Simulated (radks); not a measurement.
Numerical settings for the molybdenum ion Mo+, [Kr] 4d5. Method: Dirac Kohn-Sham, PBE, spin-unpolarised, spherical densities, point nucleus; open shells fill j = l - 1/2 first; computed with a radial shooting solver on a logarithmic mesh with Libxc functionals. The defaults (mesh step 0.008 in ln r, mesh end at 40 bohr or more with all orbitals vanishing there, Anderson mixing 0.5 over 9 steps, residual threshold near 1e-9 with the energy settled to 1e-9 hartree or 1e-11 of itself, here a cap of 54 iterations) give E = -4048.9647 hartree and 4d5/2 at -10.260 eV in 14 iterations. Run on one thread of a shared host, so times are rough (Arm Neoverse V1): 0.13 s of CPU time, 0.13 s wall, 14 iterations on 2546 mesh points. Changes against that run (0 stands for a change within the tolerance of the run):

setting,iterations,converged,E (mhartree),e(4d5/2) (meV),CPU (s)
mesh step in ln r 0.003,14,yes,0,0,0.33
mesh step in ln r 0.03,14,yes,0,0,0.05
mesh step in ln r 0.05,14,yes,-0.00224,-0.00447,0.03
mesh end (bohr) 20,14,yes,0,0,0.13
mesh end (bohr) 12,14,yes,+0.000898,+0.13,0.13
residual threshold 0.01,9,yes,0,+0.579,0.1
residual threshold 1e-13,21,yes,0,0,0.16
mixing 1,12,yes,0,0,0.12
"linear mixing, mixing 0.2",54,no,0,-0.0234,0.36
"linear mixing, mixing 0.05",54,no,+0.264,-376,0.42
mixing history 2,20,yes,0,0,0.16
iteration cap 5,5,no,+0.0924,-82.7,0.06

No run marked as converged misses the energy by more than 1 mhartree. A mesh that ends early acts as a hard wall.
